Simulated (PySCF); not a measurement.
CH₉AlO₂Si₂, triplet, at the geometry of the source list (a higher spin typed on purpose: for a closed-shell molecule this is an excited state) (in this run its highest filled SCF level lies above zero, so its values depend strongly on the basis, on diffuse functions most of all); PBE0/STO-3G (PySCF).

PySCF was given this input:
```python
from pyscf import gto, scf, dft

mol = gto.M(
    atom='''
Al    0.23320000    0.34140000    0.33050000
C     1.06240000    1.71050000    1.50460000
H     1.71880000    1.27540000    2.25640000
H     0.28880000    2.28290000    2.01720000
H     1.64360000    2.42470000    0.92000000
O    -0.89230000    0.82120000   -0.81940000
Si   -1.96860000    1.22190000   -1.97150000
H    -3.29470000    0.88970000   -1.44550000
H    -1.65000000    0.45990000   -3.18450000
H    -1.81570000    2.66310000   -2.18920000
O     0.60780000   -1.29360000    0.44710000
Si    0.94690000   -2.88110000    0.51610000
H    -0.28510000   -3.57150000    0.90400000
H     1.99350000   -3.05390000    1.52560000
H     1.41140000   -3.29080000   -0.81140000
''',
    basis='sto-3g',
    spin=2,
    verbose=4,
)

mf = dft.UKS(mol)
mf.xc = 'pbe0'
mf.kernel()
```

What the program printed (banner, timings and long lists left out):

```
PySCF version 2.14.0

[INPUT] verbose = 4
[INPUT] num. atoms = 15
[INPUT] num. electrons = 72
[INPUT] charge = 0
[INPUT] spin (= nelec alpha-beta = 2S) = 2
[INPUT] symmetry False subgroup None
[INPUT] Mole.unit = angstrom
[INPUT] Symbol           X                Y                Z      unit          X                Y                Z       unit  Magmom
[INPUT]  1 Al     0.233200000000   0.341400000000   0.330500000000 AA    0.440684132249   0.645152498927   0.624554484169 Bohr   0.0
[INPUT]  2 C      1.062400000000   1.710500000000   1.504600000000 AA    2.007645034738   3.232376536069   2.843281927021 Bohr   0.0
[INPUT]  3 H      1.718800000000   1.275400000000   2.256400000000 AA    3.248061262902   2.410156699270   4.263978027469 Bohr   0.0
[INPUT]  4 H      0.288800000000   2.282900000000   2.017200000000 AA    0.545752904774   4.314055769770   3.811955538473 Bohr   0.0
[INPUT]  5 H      1.643600000000   2.424700000000   0.920000000000 AA    3.105953858335   4.582018934233   1.738548034600 Bohr   0.0
[INPUT]  6 O     -0.892300000000   0.821200000000  -0.819400000000 AA   -1.686202620949   1.551843093493  -1.548441586469 Bohr   0.0
[INPUT]  7 Si    -1.968600000000   1.221900000000  -1.971500000000 AA   -3.720114848819   2.309056351606  -3.725595054580 Bohr   0.0
[INPUT]  8 H     -3.294700000000   0.889700000000  -1.445500000000 AA   -6.226080662605   1.681289333026  -2.731599113059 Bohr   0.0
[INPUT]  9 H     -1.650000000000   0.459900000000  -3.184500000000 AA   -3.118048105532   0.869085044687  -6.017832843677 Bohr   0.0
[INPUT] 10 H     -1.815700000000   2.663100000000  -2.189200000000 AA   -3.431175724373   5.032529642329  -4.136988431898 Bohr   0.0
[INPUT] 11 O      0.607800000000  -1.293600000000   0.447100000000 AA    1.148575538511  -2.444549714737   0.844896550293 Bohr   0.0
[INPUT] 12 Si     0.946900000000  -2.881100000000   0.516100000000 AA    1.789381667351  -5.444489937484   0.975287652888 Bohr   0.0
[INPUT] 13 H     -0.285100000000  -3.571500000000   0.904000000000 AA   -0.538760918113  -6.749156853884   1.708312416607 Bohr   0.0
[INPUT] 14 H      1.993500000000  -3.053900000000   1.525600000000 AA    3.767169029320  -5.771034611809   2.882966175636 Bohr   0.0
[INPUT] 15 H      1.411400000000  -3.290800000000  -0.811400000000 AA    2.667159452211  -6.218710730719  -1.533323777472 Bohr   0.0

nuclear repulsion = 414.071987970962
number of shells = 33
number of NR pGTOs = 153
number of NR cGTOs = 51
basis = sto-3g
ecp = {}

******** <class 'pyscf.dft.uks.UKS'> ********
method = UKS
initial guess = minao
damping factor = 0
level_shift factor = 0
DIIS = <class 'pyscf.scf.diis.CDIIS'>
diis_start_cycle = 1
diis_space = 8
diis_damp = 0
SCF conv_tol = 1e-09
SCF conv_tol_grad = None
SCF max_cycles = 50
direct_scf = True
direct_scf_tol = 1e-13
number electrons alpha = 37  beta = 35
XC library pyscf.dft.libxc version 7.1.2
    S. Lehtola, C. Steigemann, M. J. T. Oliveira, and M. A. L. Marques,  SoftwareX 7, 1–5 (2018)
XC functionals = pbe0
    C. Adamo and V. Barone,  J. Chem. Phys. 110, 6158 (1999)
    M. Ernzerhof and G. E. Scuseria,  J. Chem. Phys. 110, 5029 (1999)
radial grids:
    Treutler-Ahlrichs [JCP 102, 346 (1995); DOI:10.1063/1.469408] (M4) radial grids

becke partition: Becke, JCP 88, 2547 (1988); DOI:10.1063/1.454033
pruning grids: <function nwchem_prune>
grids dens level: 3
symmetrized grids: False
atomic radii adjust function: <function treutler_atomic_radii_adjust>
small_rho_cutoff = 0
Set gradient conv threshold to 3.16228e-05
tot grids = 188096
init E= -1002.50503372259

cycle= 1 E= -1002.01465674415  delta_E= 0.49  |g|=  0.7  |ddm|= 3.53

cycle= 2 E= -1000.27601401658  delta_E= 1.74  |g|= 1.95  |ddm|= 4.87

cycle= 3 E= -1002.29058121832  delta_E= -2.01  |g|= 0.516  |ddm|= 4.38

cycle= 4 E= -1002.19502094194  delta_E= 0.0956  |g|= 0.638  |ddm|=  1.9

cycle= 5 E= -1002.41618871438  delta_E= -0.221  |g|= 0.296  |ddm|= 0.672

cycle= 6 E= -1002.47721304828  delta_E= -0.061  |g|= 0.151  |ddm|= 0.99

cycle= 7 E= -1002.4900022998  delta_E= -0.0128  |g|= 0.0639  |ddm|= 0.189

cycle= 8 E= -1002.49205238797  delta_E= -0.00205  |g|= 0.0344  |ddm|= 0.0665

cycle= 9 E= -1002.49250167969  delta_E= -0.000449  |g|= 0.0233  |ddm|= 0.0279

cycle= 10 E= -1002.49261192742  delta_E= -0.00011  |g|= 0.0201  |ddm|= 0.0141

cycle= 11 E= -1002.49270041684  delta_E= -8.85e-05  |g|= 0.0183  |ddm|= 0.0361

cycle= 12 E= -1002.49274242891  delta_E= -4.2e-05  |g|= 0.017  |ddm|= 0.0152

cycle= 13 E= -1002.49291974166  delta_E= -0.000177  |g|= 0.0106  |ddm|= 0.086

cycle= 14 E= -1002.49302699708  delta_E= -0.000107  |g|= 0.00174  |ddm|= 0.108

cycle= 15 E= -1002.49303138589  delta_E= -4.39e-06  |g|= 0.000337  |ddm|= 0.0169

cycle= 16 E= -1002.49303226078  delta_E= -8.75e-07  |g|= 0.000323  |ddm|= 0.00562

cycle= 17 E= -1002.49303314092  delta_E= -8.8e-07  |g|= 0.000128  |ddm|= 0.00641

cycle= 18 E= -1002.49303372792  delta_E= -5.87e-07  |g|= 0.000175  |ddm|= 0.00496

cycle= 19 E= -1002.49303392418  delta_E= -1.96e-07  |g|= 0.000119  |ddm|= 0.00185

cycle= 20 E= -1002.49303404362  delta_E= -1.19e-07  |g|= 0.000113  |ddm|= 0.000889

cycle= 21 E= -1002.49303371487  delta_E= 3.29e-07  |g|= 0.000113  |ddm|= 0.00234

cycle= 22 E= -1002.49303235411  delta_E= 1.36e-06  |g|= 0.000109  |ddm|= 0.00983

cycle= 23 E= -1002.49302695089  delta_E= 5.4e-06  |g|= 0.000141  |ddm|= 0.0426

cycle= 24 E= -1002.49302670727  delta_E= 2.44e-07  |g|= 0.000127  |ddm|= 0.00214

cycle= 25 E= -1002.49301678738  delta_E= 9.92e-06  |g|= 0.000349  |ddm|= 0.106

cycle= 26 E= -1002.49301767977  delta_E= -8.92e-07  |g|= 0.000367  |ddm|= 0.0133

cycle= 27 E= -1002.49301667321  delta_E= 1.01e-06  |g|= 0.000338  |ddm|= 0.0155

cycle= 28 E= -1002.49301371595  delta_E= 2.96e-06  |g|= 0.000434  |ddm|= 0.0526

cycle= 29 E= -1002.49301249824  delta_E= 1.22e-06  |g|= 0.00063  |ddm|= 0.022

cycle= 30 E= -1002.4930127911  delta_E= -2.93e-07  |g|= 0.000542  |ddm|= 0.00228

cycle= 31 E= -1002.49301239176  delta_E= 3.99e-07  |g|= 0.000513  |ddm|= 0.0183

cycle= 32 E= -1002.49301409569  delta_E= -1.7e-06  |g|= 0.00011  |ddm|= 0.0378

cycle= 33 E= -1002.49301460262  delta_E= -5.07e-07  |g|= 5.15e-05  |ddm|= 0.0113

cycle= 34 E= -1002.49301434832  delta_E= 2.54e-07  |g|= 3.89e-05  |ddm|= 0.00585

cycle= 35 E= -1002.49301330489  delta_E= 1.04e-06  |g|= 4.72e-05  |ddm|= 0.0294

cycle= 36 E= -1002.49301267782  delta_E= 6.27e-07  |g|= 4.45e-05  |ddm|= 0.0288

cycle= 37 E= -1002.49301246359  delta_E= 2.14e-07  |g|= 4.27e-05  |ddm|= 0.023

cycle= 38 E= -1002.49301245315  delta_E= 1.04e-08  |g|= 2.96e-05  |ddm|= 0.00496

cycle= 39 E= -1002.49301245226  delta_E= 8.85e-10  |g|= 2.52e-05  |ddm|= 0.000503

Extra cycle  E= -1002.49301245013  delta_E= 2.14e-09  |g|= 7.01e-05  |ddm|= 0.000171
converged SCF energy = -1002.49301245013  <S^2> = 2.0042184  2S+1 = 3.0028109
```
